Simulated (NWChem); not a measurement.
**Basis-set dependence for PbS**

```xyz
2

Pb     0.0000     0.0000     0.3822
S      0.0000     0.0000    -1.9586
```
Charge 0, spin multiplicity 1.

The numbers come from NWChem runs, not from measurements. Structure: optimised with PBE/def2-SVP with def2 effective core potentials on Pb, a minimum by its harmonic frequencies.

Hartree-Fock energies in Ha, correlation energies in mHa.

Effective core potentials replace the inner electrons of Pb; spin-orbit coupling is left out. The correlated methods keep 9 core orbitals frozen. The structure started from a generated list of species. No row is a measurement; the coupled-cluster row has its own basis-set and correlation limits.

```tsv
basis	functions	RHF	MP2	SCS-MP2	CCSD	CCSD+T(CCSD)	CCSD(T)	CR-CCSD[T]	CR-CCSD(T)
def2-SVP	44	-589.26829	-219.2	-210.2	-233.9	-251.6	-248.8	-247.3	-245.2
def2-TZVP	87	-589.41317	-561.9	-513.7	-540.7	-567.9	-565.2	-560.3	-558.5
def2-QZVP	152	-589.42584	-677.1	-620.0	not run	not run	not run	not run	not run
```

From def2-TZVP to def2-QZVP the Hartree-Fock energy moves by -12.7 mHa and the MP2 correlation energy by -115.2 mHa, which is 17 % of its value in the larger set.
